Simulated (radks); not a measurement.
Values are calculated unless marked as measured or tabulated.
Task: Species: Nb. Configuration: [Kr] 4d4 5s1. Code: a radial shooting solver on a logarithmic mesh with Libxc functionals. Model: scalar-relativistic Kohn-Sham, BLYP, spin-unpolarised, spherical densities, point nucleus. Some entries of the table are withheld. Estimate them.

| orbital | occ. | eigenvalue (hartree) | <r^2> (bohr^2) |
|---|---|---|---|
| 1s | 2 | -691.3367 | 0.001757 |
| 2s | 2 | -96.69757 | (1) |
| 2p | 6 | -86.35319 | 0.02318 |
| 3s | 2 | -16.11946 | 0.2253 |
| 3p | 6 | -12.73927 | 0.2316 |
| 3d | 10 | (2) | (3) |
| 4s | 2 | -2.14165 | 1.522 |
| 4p | 6 | (4) | 1.951 |
| 5s | 1 | -0.14436 | (5) |
| 4d | 4 | (6) | 6.361 |

Result: 
(1) 2s <r^2> (bohr^2): 0.02944
(2) 3d eigenvalue (hartree): -7.21068
(3) 3d <r^2> (bohr^2): 0.2263
(4) 4p eigenvalue (hartree): -1.26308
(5) 5s <r^2> (bohr^2): 16.01
(6) 4d eigenvalue (hartree): -0.10725
